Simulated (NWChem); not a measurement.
System: C2H4F2OSi; SMILES [Si](C=O)(F)(F)C

Input file for NWChem:

```
start job
memory heap 200 mb stack 900 mb global 1100 mb
geometry units angstroms noautoz
  C     -1.801200     0.591190     0.000000
  Si     0.043311     0.418352     0.000000
  F      0.701662     1.123858     1.289962
  F      0.701662     1.123858    -1.289962
  C      0.596572    -1.420190     0.000000
  O     -0.242944    -2.303280     0.000000
  H     -2.232223     0.111310    -0.885004
  H     -2.096892     1.645639     0.000000
  H     -2.232223     0.111310     0.885004
  H      1.681076    -1.688145     0.000000
end
basis spherical
  C library def2-svp
  Si library def2-svp
  F library def2-svp
  O library def2-svp
  H library def2-svp
end
dft
  xc xpbe96 cpbe96
  grid coarse
  iterations 150
  mulliken
end
task dft gradient
```

Excerpt of the output:

```
             Northwest Computational Chemistry Package (NWChem) 7.3.0
             --------------------------------------------------------

 CS  symmetry detected

                             Geometry "geometry" -> ""
                             -------------------------

 Output coordinates in angstroms (scale by  1.889725989 to convert to a.u.)

  No.       Tag          Charge          X              Y              Z
 ---- ---------------- ---------- -------------- -------------- --------------
    1 C                    6.0000    -1.83188233     0.35763150     0.00000000
    2 Si                  14.0000     0.02065962     0.37112698     0.00000000
    3 F                    9.0000     0.60473881     1.13925213     1.28996200
    4 F                    9.0000     0.60473881     1.13925213    -1.28996200
    5 C                    6.0000     0.75597439    -1.40247010     0.00000000
    6 O                    8.0000     0.00950357    -2.36549470     0.00000000
    7 H                    1.0000    -2.21247123    -0.16315418    -0.88500400
    8 H                    1.0000    -2.23209618     1.37700647     0.00000000
    9 H                    1.0000    -2.21247123    -0.16315418     0.88500400
   10 H                    1.0000     1.86192432    -1.56002504     0.00000000

 Effective nuclear repulsion energy (a.u.)     308.2070635329

      Symmetry information
      --------------------

 Group name             Cs
 Group number              2
 Group order               2
 No. of unique centers     8

  pbe96 is a nonlocal functional; adding pw91lda local functional.

                                 NWChem DFT Module
                                 -----------------

 Summary of "ao basis" -> "ao basis" (spherical)
 ------------------------------------------------------------------------------
       Tag                 Description            Shells   Functions and Types
 ---------------- ------------------------------  ------  ---------------------
 C                          def2-svp                 6       14   3s2p1d
 Si                         def2-svp                 8       18   4s3p1d
 F                          def2-svp                 6       14   3s2p1d
 O                          def2-svp                 6       14   3s2p1d
 H                          def2-svp                 3        5   2s1p

      Symmetry analysis of basis
      --------------------------

        a'         70
        a"         38

            General Information
            -------------------
          SCF calculation type: DFT
          Wavefunction type:  closed shell.
          No. of atoms     :    10
          No. of electrons :    56
           Alpha electrons :    28
            Beta electrons :    28
          Charge           :     0
          Spin multiplicity:     1
          Use of symmetry is: on ; symmetry adaption is: on
          Maximum number of iterations: 150
          AO basis - number of functions:   108
                     number of shells:    50
          Convergence on energy requested:  1.00D-06
          Convergence on density requested:  1.00D-05
          Convergence on gradient requested:  5.00D-04

              XC Information
              --------------
          PerdewBurkeErnzerhof Exchange Functional  1.000
            Perdew 1991 LDA Correlation Functional  1.000 local
           PerdewBurkeErnz. Correlation Functional  1.000 non-local

             Grid Information
             ----------------
          Grid used for XC integration:  coarse
          Radial quadrature: Mura-Knowles
          Angular quadrature: Lebedev.
          Tag              B.-S. Rad. Rad. Pts. Rad. Cut. Ang. Pts.
          ---              ---------- --------- --------- ---------
          C                   0.70       35          11.0       302
          Si                  1.10       70           8.0       302
          F                   0.50       35          10.0       302
          O                   0.60       35          11.0       302
          H                   0.35       35          12.0       302
          Grid pruning is: on
          Number of quadrature shells:   315
          Spatial weights used:  Erf1

      Superposition of Atomic Density Guess
      -------------------------------------

 Sum of atomic energies:        -639.26145803

      Non-variational initial energy
      ------------------------------

 Total energy =    -641.275778
 1-e energy   =   -1497.809136
 2-e energy   =     548.326294
 HOMO         =      -0.277637
 LUMO         =      -0.072208

      Symmetry analysis of molecular orbitals - initial
      -------------------------------------------------

  Numbering of irreducible representations:

     1 a'          2 a"

  Orbital symmetries:

     1 a'          2 a'          3 a"          4 a'          5 a'
     6 a'          7 a'          8 a"          9 a'         10 a'
    11 a'         12 a'         13 a"         14 a'         15 a'
    16 a'         17 a"         18 a'         19 a'         20 a"
    21 a"         22 a'         23 a'         24 a"         25 a"
    26 a'         27 a'         28 a'         29 a"         30 a'
    31 a'         32 a'         33 a"         34 a'         35 a"
    36 a'         37 a'         38 a'

     ---------------------------------------------
      Total Density - Mulliken Population Analysis
     ---------------------------------------------

    Atom       Charge   Shell Charges
 -----------   ------   -------------------------------------------------------
    1 C    6     6.60   1.99  0.96  0.27  2.13  1.24  0.01
    2 Si  14    12.49   2.00  1.99  0.88  0.11  5.93  0.85  0.43  0.30
    3 F    9     9.56   1.99  1.15  0.78  3.51  2.13  0.00
    4 F    9     9.56   1.99  1.15  0.78  3.51  2.13  0.00
    5 C    6     5.58   1.99  0.96  0.35  1.54  0.67  0.07
    6 O    8     8.68   1.99  1.13  0.69  3.02  1.83  0.01
    7 H    1     0.85   0.65  0.18  0.03
    8 H    1     0.86   0.65  0.18  0.03
    9 H    1     0.85   0.65  0.18  0.03
   10 H    1     0.95   0.70  0.24  0.02

   convergence    iter        energy       DeltaE   RMS-Dens  Diis-err
 ---------------- ----- ----------------- --------- --------- ---------
 d= 0,ls=0.0,diis     1   -642.0645754818 -9.50D+02  2.52D-02  1.56D+00
 d= 0,ls=0.0,diis     2   -641.1775163982  8.87D-01  1.71D-02  1.04D+01
 d= 0,ls=0.0,diis     3   -642.2305086501 -1.05D+00  4.15D-03  1.99D-01
 d= 0,ls=0.0,diis     4   -642.2345899170 -4.08D-03  2.15D-03  1.58D-01
 d= 0,ls=0.0,diis     5   -642.2494371396 -1.48D-02  4.06D-04  2.45D-03
  Resetting Diis
 d= 0,ls=0.0,diis     6   -642.2496545494 -2.17D-04  1.16D-04  2.08D-04
 d= 0,ls=0.0,diis     7   -642.2496827939 -2.82D-05  5.82D-05  1.04D-05
 d= 0,ls=0.0,diis     8   -642.2496806009  2.19D-06  3.52D-05  2.85D-05
 d= 0,ls=0.0,diis     9   -642.2496837988 -3.20D-06  9.34D-06  3.47D-06
 d= 0,ls=0.0,diis    10   -642.2496841379 -3.39D-07  2.31D-06  9.79D-08

         Total DFT energy =     -642.249684137913
      One electron energy =    -1501.275129509142
           Coulomb energy =      613.096570115957
    Exchange-Corr. energy =      -62.278188277654
 Nuclear repulsion energy =      308.207063532926

 Numeric. integr. density =       56.000074634693

                  Occupations of the irreducible representations
                  ----------------------------------------------

                     irrep           alpha         beta
                     --------     --------     --------
                     a'               20.0         20.0
                     a"                8.0          8.0

                       DFT Final Molecular Orbital Analysis
                       ------------------------------------

 Vector   26  Occ=2.000000D+00  E=-3.526859D-01  Symmetry=a"
              MO Center=  2.3D-01,  9.1D-01,  4.9D-14, r^2= 3.1D+00
   Bfn.  Coefficient  Atom+Function         Bfn.  Coefficient  Atom+Function
  ----- ------------  ---------------      ----- ------------  ---------------
    38      0.311925   3 F  pz               52      0.311925   4 F  pz
    36     -0.247246   3 F  px               50      0.247246   4 F  px
    41     -0.210984   3 F  pz               55     -0.210984   4 F  pz
    37     -0.192912   3 F  py               51      0.192912   4 F  py
    39      0.172516   3 F  px               53     -0.172516   4 F  px

 Vector   27  Occ=2.000000D+00  E=-3.164918D-01  Symmetry=a'
              MO Center= -7.7D-01,  2.5D-01,  1.2D-14, r^2= 3.2D+00
   Bfn.  Coefficient  Atom+Function         Bfn.  Coefficient  Atom+Function
  ----- ------------  ---------------      ----- ------------  ---------------
     4      0.387830   1 C  px               36     -0.247694   3 F  px
    50     -0.247694   4 F  px                7      0.231179   1 C  px
    22     -0.204268   2 Si px                3      0.196244   1 C  s
    17      0.195391   2 Si s                78      0.173249   6 O  px
    39      0.164661   3 F  px               53      0.164661   4 F  px

 Vector   28  Occ=2.000000D+00  E=-2.077253D-01  Symmetry=a'
              MO Center=  3.4D-01, -1.7D+00,  1.1D-15, r^2= 2.2D+00
   Bfn.  Coefficient  Atom+Function         Bfn.  Coefficient  Atom+Function
  ----- ------------  ---------------      ----- ------------  ---------------
    78      0.411107   6 O  px               79     -0.349922   6 O  py
    81      0.303264   6 O  px               82     -0.269008   6 O  py
   104     -0.261814  10 H  s               105     -0.240133  10 H  s
    17      0.234563   2 Si s                63      0.180653   5 C  s
    23     -0.178223   2 Si py               65      0.155665   5 C  py

 Vector   29  Occ=0.000000D+00  E=-1.100885D-01  Symmetry=a"
              MO Center=  4.5D-01, -1.5D+00,  1.2D-15, r^2= 2.0D+00
   Bfn.  Coefficient  Atom+Function         Bfn.  Coefficient  Atom+Function
  ----- ------------  ---------------      ----- ------------  ---------------
    66      0.469111   5 C  pz               69      0.439789   5 C  pz
    80     -0.441888   6 O  pz               83     -0.410383   6 O  pz
    27      0.208765   2 Si pz               24      0.111076   2 Si pz
    37     -0.098229   3 F  py               51      0.098229   4 F  py
    29     -0.093234   2 Si d -1             35     -0.076902   3 F  s

 Vector   30  Occ=0.000000D+00  E= 2.366853D-02  Symmetry=a'
              MO Center= -9.2D-01,  5.1D-01, -2.1D-14, r^2= 5.8D+00
   Bfn.  Coefficient  Atom+Function         Bfn.  Coefficient  Atom+Function
  ----- ------------  ---------------      ----- ------------  ---------------
     3      1.934717   1 C  s                18     -1.327555   2 Si s
    90     -0.759882   7 H  s               100     -0.759882   9 H  s
    95     -0.595396   8 H  s                63      0.518628   5 C  s
   105     -0.339144  10 H  s                35      0.303126   3 F  s
    49      0.303126   4 F  s                 2      0.241838   1 C  s

 Vector   31  Occ=0.000000D+00  E= 2.830034D-02  Symmetry=a'
              MO Center= -1.7D-01,  6.3D-02,  1.2D-14, r^2= 4.6D+00
   Bfn.  Coefficient  Atom+Function         Bfn.  Coefficient  Atom+Function
  ----- ------------  ---------------      ----- ------------  ---------------
     3      0.907014   1 C  s                95     -0.732169   8 H  s
    26      0.664789   2 Si py              105     -0.500838  10 H  s
    77      0.457128   6 O  s                68      0.445984   5 C  py
    25      0.391124   2 Si px               67      0.377953   5 C  px
    63      0.280191   5 C  s                23      0.274036   2 Si py

     ---------------------------------------------
      Total Density - Mulliken Population Analysis
     ---------------------------------------------

    Atom       Charge   Shell Charges
 -----------   ------   -------------------------------------------------------
    1 C    6     6.31   1.98  0.90  0.24  2.15  1.02  0.01
    2 Si  14    13.20   2.00  1.98  1.02  0.01  5.92  1.21  0.58  0.48
    3 F    9     9.28   1.99  1.13  0.78  3.35  2.02  0.00
    4 F    9     9.28   1.99  1.13  0.78  3.35  2.02  0.00
    5 C    6     6.03   1.99  0.97  0.32  1.98  0.71  0.07
    6 O    8     8.18   1.99  1.11  0.69  2.80  1.57  0.02
    7 H    1     0.92   0.72  0.17  0.03
    8 H    1     0.92   0.72  0.17  0.03
    9 H    1     0.92   0.72  0.17  0.03
   10 H    1     0.97   0.75  0.20  0.02

     -------------------------------------------
      Total Density - Lowdin Population Analysis
     -------------------------------------------

    Atom       Charge   Shell Charges
 -----------   ------   -------------------------------------------------------
    1 C    6     6.26   1.96  0.59  0.33  1.92  1.41  0.04
    2 Si  14    13.43   2.00  1.92  0.64  0.27  5.81  1.23  0.80  0.76
    3 F    9     9.16   1.98  1.02  0.76  3.21  2.19  0.01
    4 F    9     9.16   1.98  1.02  0.76  3.21  2.19  0.01
    5 C    6     6.04   1.97  0.66  0.38  1.79  1.10  0.16
    6 O    8     8.10   1.97  0.94  0.65  2.66  1.84  0.03
    7 H    1     0.94   0.62  0.26  0.07
    8 H    1     0.95   0.62  0.26  0.07
    9 H    1     0.94   0.62  0.26  0.07
   10 H    1     1.01   0.65  0.29  0.07

     Multipole analysis of the density
     ---------------------------------

     L   x y z        total         alpha         beta         nuclear
     -   - - -        -----         -----         ----         -------
     0   0 0 0     -0.000000    -28.000000    -28.000000     56.000000

     1   1 0 0     -0.314273     -0.157136     -0.157136      0.000000
     1   0 1 0      0.176416      0.088208      0.088208      0.000000
     1   0 0 1     -0.000000     -0.000000     -0.000000      0.000000

     2   2 0 0    -27.441852   -100.126889   -100.126889    172.811926
     2   1 1 0     -2.472731      4.512934      4.512934    -11.498599
     2   1 0 1     -0.000000     -0.000000     -0.000000      0.000000
     2   0 2 0    -34.576315   -172.641832   -172.641832    310.707350
     2   0 1 1      0.000000      0.000000      0.000000      0.000000
     2   0 0 2    -30.886104    -71.720346    -71.720346    112.554589

            General Information
            -------------------
          SCF calculation type: DFT
          Wavefunction type:  closed shell.
          No. of atoms     :    10
          No. of electrons :    56
           Alpha electrons :    28
            Beta electrons :    28
          Charge           :     0
          Spin multiplicity:     1
          Use of symmetry is: on ; symmetry adaption is: on
          Maximum number of iterations: 150
          AO basis - number of functions:   108
                     number of shells:    50
          Convergence on energy requested:  1.00D-06
          Convergence on density requested:  1.00D-05
          Convergence on gradient requested:  5.00D-04

[...]

                         DFT ENERGY GRADIENTS

    atom               coordinates                        gradient
                 x          y          z           x          y          z
   1 C      -3.461756   0.675826   0.000000   -0.007637  -0.000456   0.000000
   2 Si      0.039041   0.701328   0.000000    0.012011   0.013146   0.000000
   3 F       1.142791   2.152874   2.437675   -0.005900  -0.008473  -0.013531
   4 F       1.142791   2.152874  -2.437675   -0.005900  -0.008473   0.013531
   5 C       1.428584  -2.650284   0.000000    0.006435  -0.001225   0.000000
   6 O       0.017959  -4.470137   0.000000    0.004924   0.004683   0.000000
   7 H      -4.180964  -0.308317  -1.672415    0.002563   0.004374   0.006961
   8 H      -4.218050   2.602165   0.000000    0.002857  -0.008183   0.000000
   9 H      -4.180964  -0.308317   1.672415    0.002563   0.004374  -0.006961
  10 H       3.518527  -2.948020   0.000000   -0.011916   0.000233   0.000000
```

Level: PBE/def2-SVP. Geometry: optimised at B3LYP/6-31G* (spherical d).
